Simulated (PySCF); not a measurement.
BrCs, charge -1, doublet, at the geometry of the source list (a state made from the parent by changing its charge; the spin is typed, not shown lowest) (core potentials on Cs), atoms displaced at random by about 0.03 Å a coordinate; HF/def2-SVP, gradient by finite differences run with PySCF.

Here is a job for PySCF.
```python
from pyscf import gto, scf

mol = gto.M(
    atom='''
Cs   -1.039632   -0.730862   -0.830736
Br    0.909618    0.738971    0.919965
''',
    basis='def2-svp',
    ecp={'Cs': 'def2-svp'},
    charge=-1,
    spin=1,
    verbose=4,
)

mf = scf.UHF(mol)
mf.conv_tol = 1e-11
mf.kernel()
scan, done = mf.as_scanner(), []
scan.scf_summary = {}
def energy(d):
    c = mol.atom_coords()
    c[0, 2] += d
    e = scan(mol.set_geom_(c, unit='Bohr', inplace=False))
    done.append(scan.converged)
    return e
h = 1e-5
fd = (energy(h) - energy(-h)) / (2 * h)
print('dE/dx =', fd)
```

Output, abridged:

```
PySCF version 2.14.0

[INPUT] verbose = 4
[INPUT] num. atoms = 2
[INPUT] num. electrons = 45
[INPUT] charge = -1
[INPUT] spin (= nelec alpha-beta = 2S) = 1
[INPUT] symmetry False subgroup None
[INPUT] Mole.unit = angstrom
[INPUT] Symbol           X                Y                Z      unit          X                Y                Z       unit  Magmom
[INPUT]  1 Cs    -1.039632000000  -0.730862000000  -0.830736000000 AA   -1.964619750334  -1.381129014852  -1.569863521817 Bohr   0.0
[INPUT]  2 Br     0.909618000000   0.738971000000   0.919965000000 AA    1.718928897975   1.396452803996   1.738481894185 Bohr   0.0

nuclear repulsion = 55.4867846151812
number of shells = 22
number of NR pGTOs = 109
number of NR cGTOs = 56
basis = def2-svp
ecp = {'Cs': 'def2-svp'}

******** <class 'pyscf.scf.uhf.UHF'> ********
method = UHF
initial guess = minao
damping factor = 0
level_shift factor = 0
DIIS = <class 'pyscf.scf.diis.CDIIS'>
diis_start_cycle = 1
diis_space = 8
diis_damp = 0
SCF conv_tol = 1e-11
SCF conv_tol_grad = None
SCF max_cycles = 50
direct_scf = True
direct_scf_tol = 1e-13
number electrons alpha = 23  beta = 22
Set gradient conv threshold to 3.16228e-06
init E= -2587.4010063724

cycle= 1 E= -2591.98794691492  delta_E= -4.59  |g|= 0.296  |ddm|= 1.52
cycle= 2 E= -2592.04329856458  delta_E= -0.0554  |g|= 0.115  |ddm|= 1.21
cycle= 3 E= -2592.05085646885  delta_E= -0.00756  |g|= 0.0303  |ddm|= 0.403
cycle= 4 E= -2592.05306200798  delta_E= -0.00221  |g|= 0.0111  |ddm|= 0.305
cycle= 5 E= -2592.05434250357  delta_E= -0.00128  |g|= 0.00576  |ddm|= 0.319
cycle= 6 E= -2592.05477375669  delta_E= -0.000431  |g|= 0.00161  |ddm|= 0.252
cycle= 7 E= -2592.05480195107  delta_E= -2.82e-05  |g|= 0.000747  |ddm|= 0.0286
cycle= 8 E= -2592.05480783567  delta_E= -5.88e-06  |g|= 0.000289  |ddm|= 0.0155
cycle= 9 E= -2592.05480872651  delta_E= -8.91e-07  |g|= 7.63e-05  |ddm|= 0.012
cycle= 10 E= -2592.05480877649  delta_E= -5e-08  |g|= 1.58e-05  |ddm|= 0.00357
cycle= 11 E= -2592.05480877854  delta_E= -2.05e-09  |g|= 3.2e-06  |ddm|= 0.000503
cycle= 12 E= -2592.05480877858  delta_E= -4.09e-11  |g|= 6.87e-07  |ddm|= 6.26e-05
cycle= 13 E= -2592.05480877858  delta_E= -9.09e-13  |g|= 2.03e-07  |ddm|= 8.25e-06
Extra cycle  E= -2592.05480877858  delta_E=    0  |g|= 1.13e-07  |ddm|= 8.11e-07
converged SCF energy = -2592.05480877858  <S^2> = 0.75015889  2S+1 = 2.0001589
Create scanner for <class 'pyscf.scf.uhf.UHF'>

WARN: Mole.unit (angstrom) is changed to Bohr

New geometry
   1 Cs    -1.039632000000  -0.730862000000  -0.830730708228 AA   -1.964619750334  -1.381129014852  -1.569853521817 Bohr
   2 Br     0.909618000000   0.738971000000   0.919965000000 AA    1.718928897975   1.396452803996   1.738481894185 Bohr

******** <class 'pyscf.scf.hf.UHF_Scanner'> ********
method = UHF_Scanner
initial guess = minao
damping factor = 0
level_shift factor = 0
DIIS = <class 'pyscf.scf.diis.CDIIS'>
diis_start_cycle = 1
diis_space = 8
diis_damp = 0
SCF conv_tol = 1e-11
SCF conv_tol_grad = None
SCF max_cycles = 50
direct_scf = True
direct_scf_tol = 1e-13
number electrons alpha = 23  beta = 22
Set gradient conv threshold to 3.16228e-06
init E= -2592.05480872221
cycle= 1 E= -2592.05480859707  delta_E= 1.25e-07  |g|= 1.85e-07  |ddm|= 2.38e-06
cycle= 2 E= -2592.05480859707  delta_E= -3.18e-12  |g|= 6.45e-08  |ddm|= 1.2e-06
Extra cycle  E= -2592.05480859707  delta_E=    0  |g|= 3.13e-08  |ddm|= 5.93e-07
converged SCF energy = -2592.05480859707  <S^2> = 0.7501589  2S+1 = 2.0001589

WARN: Mole.unit (angstrom) is changed to Bohr

New geometry
   1 Cs    -1.039632000000  -0.730862000000  -0.830741291772 AA   -1.964619750334  -1.381129014852  -1.569873521817 Bohr
   2 Br     0.909618000000   0.738971000000   0.919965000000 AA    1.718928897975   1.396452803996   1.738481894185 Bohr

******** <class 'pyscf.scf.hf.UHF_Scanner'> ********
method = UHF_Scanner
initial guess = minao
damping factor = 0
level_shift factor = 0
DIIS = <class 'pyscf.scf.diis.CDIIS'>
diis_start_cycle = 1
diis_space = 8
diis_damp = 0
SCF conv_tol = 1e-11
SCF conv_tol_grad = None
SCF max_cycles = 50
direct_scf = True
direct_scf_tol = 1e-13
number electrons alpha = 23  beta = 22
Set gradient conv threshold to 3.16228e-06
init E= -2592.05480870983
cycle= 1 E= -2592.05480896009  delta_E= -2.5e-07  |g|= 3.44e-07  |ddm|= 4.51e-06
cycle= 2 E= -2592.05480896009  delta_E= -6.37e-12  |g|= 1.01e-07  |ddm|= 2.08e-06
Extra cycle  E= -2592.05480896009  delta_E= 5e-12  |g|= 3.92e-08  |ddm|= 9.7e-07
converged SCF energy = -2592.05480896009  <S^2> = 0.7501589  2S+1 = 2.0001589
dE/dx = 0.01815094492485514
```
